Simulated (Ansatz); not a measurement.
Isolated molecules relaxed with PBE0-D4/def2-TZVP in Ansatz; ΔE leaves out vibrations. CCSD(T)/CBS is the MP2 limit (def2-TZVPP, def2-QZVPP) plus CCSD(T) − MP2 in def2-TZVPP, frozen cores. DFT in def2-TZVPP. B3LYP here is the variant with VWN-RPA as its local correlation; programs differ in this. For Ge outer-core shells are correlated without core-valence functions, which leaves a few kJ/mol of doubt a bond. Scalar relativity is left out up to krypton. Each species was taken in one conformer, which may not be the lowest.

`CSBO[SiH3]` + `O[CH2][GeH3]` → `CS[BH][GeH3]` + `OCO[SiH3]`  (redistribution)

```csv
level,ΔE (kJ/mol),difference from CCSD(T)/CBS
PBE-D4,125.8,-13.0
r2SCAN-D4,133.2,-5.6
PBE0-D4,130.1,-8.7
B3LYP-D4,138.8,0.0
ωB97X-V,135.7,-3.1
B2PLYP,139.4,0.6
r2SCAN,132.9,-5.9
PBE0,128.9,-9.9
B3LYP,136.5,-2.3
HF/def2-TZVPP,145.2,6.4
CCSD(T)/def2-TZVPP,137.0,-1.8
HF/def2-QZVPP,146.8,8.0
MP2/def2-QZVPP,145.6,6.8
HF/CBS(def2),147.0,8.2
MP2/CBS(def2),145.8,7.0
CCSD/CBS(def2),140.7,1.9
CCSD(T)/CBS,138.8,0
```

Largest T1 diagnostic among the species: 0.014.

From PBE to PBE0 (25 % exact exchange), in def2-TZVPP and without D4, ΔE moves by +4.6 kJ/mol.
